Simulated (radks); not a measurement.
Task: The mean radii <r> (bohr) of the occupied orbitals of an atom or ion are listed with their occupations. All-electron calculation, scalar-relativistic Kohn-Sham, PBE, spin-polarised, spherical densities, point nucleus. Program: a radial shooting solver on a logarithmic mesh with Libxc functionals.

| orbital | occ. | <r> |
|---|---|---|
| 1s down | 1 | 0.01743 |
| 1s up | 1 | 0.01743 |
| 2s up | 1 | 0.07360 |
| 2s down | 1 | 0.07360 |
| 2p up | 3 | 0.06624 |
| 2p down | 3 | 0.06624 |
| 3s up | 1 | 0.1904 |
| 3s down | 1 | 0.1904 |
| 3p up | 3 | 0.1913 |
| 3p down | 3 | 0.1913 |
| 3d up | 5 | 0.1733 |
| 3d down | 5 | 0.1733 |
| 4s up | 1 | 0.4233 |
| 4s down | 1 | 0.4233 |
| 4p up | 3 | 0.4505 |
| 4p down | 3 | 0.4505 |
| 4d up | 5 | 0.4784 |
| 4d down | 5 | 0.4783 |
| 5s up | 1 | 0.9801 |
| 5s down | 1 | 0.9760 |
| 4f up | 7 | 0.5361 |
| 4f down | 7 | 0.5343 |
| 5p up | 3 | 1.135 |
| 5p down | 3 | 1.130 |
| 5d up | 5 | 1.616 |
| 5d down | 2 | 1.634 |

Name the element and its charge. Open shells, if any, are filled with parallel spins first.

Result: Z = 77, iridium, charge +2: Ir2+ in [Xe] 4f14 5d7. The 1s radius gives Z: for a bare nucleus <r> = (2 gamma + 1)/(2Z) with gamma = sqrt(1 - (Z/c)^2), 0.01724 bohr for Z = 77, and screening makes it slightly larger (0.01743 here). The occupations add up to 75, and the charge is Z minus that.
